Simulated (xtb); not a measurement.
Cl₄Ti, singlet, at a GFN2-xTB geometry (such geometries of metal compounds can be far from the true shape); GFN2-xTB run with xtb.

xtb was given this input:
```
$ xtb coord --gfn 2 --json

# file coord
$coord
     -0.0000000000      -0.0000000000      -0.0000000000  ti
      3.1860526781      -1.0063689423      -2.1800381729  cl
      1.1578354422       0.9004365082       3.7101088625  cl
     -1.7875579116       3.1668486009      -1.6407264374  cl
     -2.5563302087      -3.0609161480       0.1106557478  cl
$end
```

Write the output that xtb gives for this input, abridged.


```
   ID    Z sym.   atoms
    1   22 ti     1
    2   17 cl     2-5

           -------------------------------------------------
          |                Calculation Setup                |
           -------------------------------------------------

           -------------------------------------------------
          |                 G F N 2 - x T B                 |
           -------------------------------------------------

          ...................................................
          :                      SETUP                      :
          :.................................................:
          :  # basis functions                  50          :
          :  # atomic orbitals                  45          :
          :  # shells                           15          :
          :  # electrons                        32          :
          :  max. iterations                   250          :
          :  Hamiltonian                  GFN2-xTB          :
          :  restarted?                      false          :
          :  GBSA solvation                  false          :
          :  PC potential                    false          :
          :  electronic temp.          300.0000000     K    :
          :  accuracy                    1.0000000          :
          :  -> integral cutoff          0.2500000E+02      :
          :  -> integral neglect         0.1000000E-07      :
          :  -> SCF convergence          0.1000000E-05 Eh   :
          :  -> wf. convergence          0.1000000E-03 e    :
          :  Broyden damping             0.4000000          :
          :  net charge                          0          :
          :  unpaired electrons                  0          :
          ...................................................

 iter      E             dE          RMSdq      gap      omega  full diag
   1    -20.0816082 -0.200816E+02  0.339E+00    2.63       0.0  T
   2    -20.0923431 -0.107349E-01  0.307E+00    3.18       1.0  T
   3    -20.0946238 -0.228064E-02  0.189E+00    3.02       1.0  T
   4    -20.0946834 -0.596033E-04  0.571E-02    2.99       1.0  T
   5    -20.0946848 -0.145613E-05  0.242E-02    3.00       1.8  T
   6    -20.0946849 -0.105661E-06  0.103E-02    3.00       4.3  T
   7    -20.0946850 -0.544852E-07  0.254E-03    3.00      17.6  T
   8    -20.0946850  0.143895E-08  0.252E-03    3.00      17.8  T
   9    -20.0946850 -0.405459E-08  0.434E-05    3.00    1030.6  T
[...]
         :: total energy             -20.052485038627 Eh    ::
[...]
       ...                                ...                  ...
        45                          0.7877987              21.4371
      -------------------------------------------------------------
                  HL-Gap            0.1100964 Eh            2.9959 eV
             Fermi-level           -0.4066624 Eh          -11.0658 eV

     #   Z          covCN         q      C6AA      α(0)
     1  22 ti       3.042     0.894   104.461    24.958
     2  17 cl       0.762    -0.223   106.021    15.751
     3  17 cl       0.762    -0.223   106.021    15.751
     4  17 cl       0.762    -0.223   106.021    15.751
     5  17 cl       0.762    -0.223   106.021    15.751

 Mol. C6AA /au·bohr⁶  :       2550.122806
 Mol. C8AA /au·bohr⁸  :     135881.784176
 Mol. α(0) /au        :         87.960076

Wiberg/Mayer (AO) data.
largest (>0.10) Wiberg bond orders for each atom

 ---------------------------------------------------------------------------
     #   Z sym  total        # sym  WBO       # sym  WBO       # sym  WBO
 ---------------------------------------------------------------------------
     1  22 ti   4.903 --     5 cl   1.226     2 cl   1.226     4 cl   1.226
                             3 cl   1.226
     2  17 cl   1.362 --     1 ti   1.226
     3  17 cl   1.362 --     1 ti   1.226
     4  17 cl   1.362 --     1 ti   1.226
     5  17 cl   1.362 --     1 ti   1.226
 ---------------------------------------------------------------------------

Topologies differ in total number of bonds
Writing topology from bond orders to xtbtopo.mol

molecular dipole:
                 x           y           z       tot (Debye)
 q only:       -0.000      -0.000      -0.000
   full:       -0.000      -0.000      -0.000       0.000
molecular quadrupole (traceless):
                xx          xy          yy          xz          yz          zz
 q only:        0.000       0.000       0.000       0.000       0.000      -0.000
  q+dip:        0.000       0.000       0.000      -0.000       0.000      -0.000
   full:        0.000       0.000       0.000       0.000       0.000      -0.000

           -------------------------------------------------
          | TOTAL ENERGY              -20.052485038627 Eh   |
          | GRADIENT NORM               0.000006193949 Eh/α |
          | HOMO-LUMO GAP               2.995876723837 eV   |
           -------------------------------------------------

normal termination of xtb
```
